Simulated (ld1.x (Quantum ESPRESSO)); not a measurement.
## Pseudopotential generation for cerium (Ce): ultrasoft, PBE, fully relativistic.

| Item | Value |
| --- | --- |
| Element | cerium |
| Generator | ld1.x (Quantum ESPRESSO) 7.5 |
| Type | ultrasoft |
| Functional | PBE |
| Relativity | fully relativistic |
| Frozen core | [Xe] |
| Valence charge | 4 |
| Reference configuration | 4f1 5d1 6s2 6p0 |
| Partial waves | 6s (bound): rcut 3.20, rcutus 3.70 bohr; 6s channel at 0.1 Ry: rcut 3.20, rcutus 3.70 bohr; 6p (bound, empty): rcut 2.85, rcutus 3.65 bohr; 6p channel at 4.8 Ry: rcut 2.85, rcutus 3.65 bohr; 5d (bound): rcut 3.60, rcutus 4.00 bohr; 5d channel at 0.15 Ry: rcut 3.60, rcutus 4.00 bohr; 4f (bound): rcut 1.30, rcutus 1.50 bohr; 4f channel at 3.05 Ry: rcut 1.30, rcutus 1.50 bohr |
| Local potential | all-electron potential smoothed inside 1.85 bohr (lloc = -1) |
| Core correction | a·sin(br)/r model core inside 0.90 bohr |
| Augmentation charge | PSQ, inside the norm-conserving radii |

Open shells are filled in proportion to 2j + 1 (rel_dist='average').

All-electron outer shells of the reference configuration (PBE, scalar-relativistic, ld1.x):

| shell | level (eV) | outermost node (bohr) | outermost maximum (bohr) |
| --- | --- | --- | --- |
| 5s | -40.59 | 0.75 | 1.37 |
| 5p | -23.22 | 0.81 | 1.55 |
| 4f | -5.38 | – | 0.71 |
| 6s | -3.74 | 1.82 | 3.72 |
| 5d | -3.06 | 0.92 | 2.15 |
| 6p | -1.35 | 2.16 | 4.90 |

(1) Does this generation succeed?

Answers

(1) No. ld1.x (Quantum ESPRESSO) 7.5 stopped with "find_q: problem finding q": no Bessel wave vectors were found that match the logarithmic derivative at the chosen radius.
